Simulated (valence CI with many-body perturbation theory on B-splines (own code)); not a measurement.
Results of a calculation; reference values are marked as such.
# Ladder of approximations for Sb XVIII

Level of theory: relativistic CI+MBPT: six valence electrons over a frozen Dirac-Fock core [Ar] 3d10, a basis of 9 s, 9 p, 8 d, 6 f, 3 g, 1 h functions for each j, with the one-electron correlation potential Σ1 (screened to all orders), the two-electron term Σ2, the three-electron term Σ3, Breit, model QED; selected single and double excitations, second order for the rest, scaled by the run's own slope (own B-spline code, finite nucleus).

No measured levels were compared; by estimate levels hold to about 250 cm⁻¹ or 0.2 % of their energy and the worst to 1 %, as in measured heavy ions of charge 2 to 7; those with d or f electrons hold less well. Among the levels kept, up to 1100 cm⁻¹ of a level comes from second order outside the variational space, and about a tenth of that is noise between levels of different J, which matters for small intervals.

Each rung adds one term. CI alone is the Dirac-Coulomb CI over the frozen core; QED comes last and gives the full result, which names the levels. Energies are above (4s^2 4p1/2^2 4p3/2^2) J=2 on the same rung, in eV.

Levels are named by their leading jj configuration (3d3/2^4 stands for four electrons in 3d with j = 3/2), which in mixed levels can hold well under half, so a name can repeat and another be missing. Letters in brackets count levels of one name in rising energy.

```tsv
Level	CI alone
(4s^2 4p1/2^2 4p3/2^2) J=0	4.280
(4s^2 4p1/2 4p3/2^3) J=1	10.311
(4s^2 4p1/2 4p3/2^3) J=2	13.016
(4s^2 4p3/2^4) J=0	25.687
(4s 4p1/2^2 4p3/2^3) J=2	55.322
(4s 4p1/2^2 4p3/2^3) J=1	59.769
(4s 4p1/2 4p3/2^4) J=0	66.046
(4s 4p1/2 4p3/2^4) J=1	72.012
(4s^2 4p1/2^2 4p3/2 4d3/2) J=2	72.762
(4s^2 4p1/2^2 4p3/2 4d3/2) J=3	73.329
(4s^2 4p1/2^2 4p3/2 4d3/2) J=0	73.433
(4s^2 4p1/2^2 4p3/2 4d3/2) J=1	74.372
(4s^2 4p1/2^2 4p3/2 4d5/2) J=4	75.069
(4s^2 4p1/2^2 4p3/2 4d5/2) J=2	76.853
(4s^2 4p1/2^2 4p3/2 4d5/2) J=3	80.501
(4s^2 4p1/2 4p3/2^2 4d3/2) J=1 [a]	81.602
```

(1) What do these energies become with core correlation, Breit and QED?

(2) How does the ionisation energy move along the ladder, and which term matters most?

## Answers

(1) (4s^2 4p1/2^2 4p3/2^2) J=0 4.210 (-0.0701); (4s^2 4p1/2 4p3/2^3) J=1 10.351 (+0.0408); (4s^2 4p1/2 4p3/2^3) J=2 12.985 (-0.0305); (4s^2 4p3/2^4) J=0 25.641 (-0.0466); (4s 4p1/2^2 4p3/2^3) J=2 55.364 (+0.0423); (4s 4p1/2^2 4p3/2^3) J=1 59.738 (-0.0313); (4s 4p1/2 4p3/2^4) J=0 66.154 (+0.1084); (4s 4p1/2 4p3/2^4) J=1 71.814 (-0.1974); (4s^2 4p1/2^2 4p3/2 4d3/2) J=2 72.721 (-0.0406); (4s^2 4p1/2^2 4p3/2 4d3/2) J=3 73.283 (-0.0457); (4s^2 4p1/2^2 4p3/2 4d3/2) J=0 73.391 (-0.0416); (4s^2 4p1/2^2 4p3/2 4d3/2) J=1 74.283 (-0.0897); (4s^2 4p1/2^2 4p3/2 4d5/2) J=4 74.992 (-0.0766); (4s^2 4p1/2^2 4p3/2 4d5/2) J=2 76.744 (-0.1085); (4s^2 4p1/2^2 4p3/2 4d5/2) J=3 80.353 (-0.1478); (4s^2 4p1/2 4p3/2^2 4d3/2) J=1 [a] 81.543 (-0.0591).

(2) CI alone 479.77, + Σ1 480.91, + Σ2 481.02, + Σ3 480.75, + Breit 480.53, + QED 480.53 eV. The largest step is Σ1, 1.14 eV. NIST lists 479 ± 3 eV (theoretical).
